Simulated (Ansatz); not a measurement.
C₄H₃S (SMILES [c]1cccs1), doublet, geometry from GFN2-xTB. Base run: B3LYP/cc-pVTZ (Ansatz, a quantum-chemistry and plane-wave program).

Geometry (Å):
```xyz
8

S     -0.0013     0.0697     1.2088
C     -0.0132     1.2391    -0.0254
C      0.0125    -1.1728     0.0040
C     -0.0075     0.7630    -1.2787
C      0.0076    -0.6639    -1.2540
H      0.0233    -2.1995     0.3113
H     -0.0134     1.3504    -2.1767
H      0.0143    -1.2593    -2.1499
```
Charge 0, spin multiplicity 2.
Orbitals are unrestricted.
All else is at Ansatz's defaults.
Base energy -552.39954 Eh.

Each row names what was changed in the base input (with any setting that the change needs).

| change | ΔE vs base (kcal/mol) |
|---|---|
| base | 0.000 |
| point_charge = charge:1.0 position_ang:3.5744, -3.9959, -0.9867 | -0.82 |
| accuracy = high | -0.005 |
| final_grid = 14, 28, 59 | 0.000 |
| final_grid = 10, 20, 41 | 0.000 |
| fitting.mean_field = def2-universal-JKFIT | -0.023 |
| final_grid = 4, 8, 17 | 0.145 |
| final_grid = 6, 12, 29 | 0.001 |
| point_charge = charge:0.5 position_ang:-2.3349, -4.0298, -3.3413 | 0.551 |
| point_charge = charge:-1.0 position_ang:5.0346, -0.574, -1.9241 | 0.321 |
| lower_state_search = full | 0.000 |
